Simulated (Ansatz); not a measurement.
ClF$_{2}$Sn (`[F][Sn]([F])[Cl]`) radical, relaxed with UKS PBE0-D4/def2-TZVP in Ansatz from a PBE-D4/def2-SVP geometry. The force threshold is 0.005 eV/Å; the program also tests the step.

The species carries charge 0 and has multiplicity 2. Sn: def2 effective core potential.

Start:

```xyz
4

F    -1.794    0.491   -0.172
Sn   -0.116   -0.530   -0.259
F     1.014    0.520   -1.477
Cl    0.897   -0.482    1.908
```

```tsv
step	energy (eV)	largest force (eV/Å)	largest move (Å)
1	-23783.9430	1.147	0.000
2	-23784.0338	0.262	0.070
3	-23784.0367	0.008	0.013
4	-23784.0368	0.002	0.003
```

End:

```xyz
4

F    -1.738    0.480   -0.165
Sn   -0.112   -0.522   -0.253
F     0.982    0.508   -1.434
Cl    0.868   -0.466    1.852
```

Hardware: 4 threads of an Intel Xeon Platinum 8488C on a shared host. Wall time 9 s, peak host memory 0.47 GiB.
